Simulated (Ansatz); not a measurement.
Start from `CC[SiH2]CS` and change one atom or group to get `CC[SiH2][SiH3]`.

Ansatz, PBE0-D4/def2-TZVP geometries, multiplicity 1. Each molecule was computed in one conformer, which needn't be the lowest.

```csv
property,`CC[SiH2]CS`
size of the dipole moment (ωB97M-V/def2-TZVPP) / D,1.45
LUMO energy (ωB97M-V/def2-TZVPP) / eV,2.01
size of the dipole moment (B3LYP/def2-TZVPP) / D,1.46
size of the dipole moment (PBE/def2-TZVPP) / D,1.46
HOMO energy (PBE0/def2-TZVPP) / eV,-6.72
HOMO–LUMO gap (B3LYP/def2-TZVPP) / eV,6.54
```

(1) Give the same properties after the change, and the shifts. (An estimate is asked.)

Results:

(1) Ansatz gave: 
```
                                          property  `CC[SiH2][SiH3]`  shift
size of the dipole moment (ωB97M-V/def2-TZVPP) / D              1.03  -0.42
             LUMO energy (ωB97M-V/def2-TZVPP) / eV              1.79  -0.22
  size of the dipole moment (B3LYP/def2-TZVPP) / D              1.04  -0.42
    size of the dipole moment (PBE/def2-TZVPP) / D              1.09  -0.37
                HOMO energy (PBE0/def2-TZVPP) / eV             -7.95  -1.23
             HOMO–LUMO gap (B3LYP/def2-TZVPP) / eV              7.72   1.18
```

With PBE0 the HOMO falls by 1.23 eV and the LUMO falls by 0.16 eV, so the gap widens by about 1.07 eV. PBE moves the HOMO by -1.33 eV and ωB97M-V by -1.07 eV. Dipoles are sizes alone; their direction can turn.

B3LYP here is the variant with VWN-RPA as its local correlation; programs differ in this.
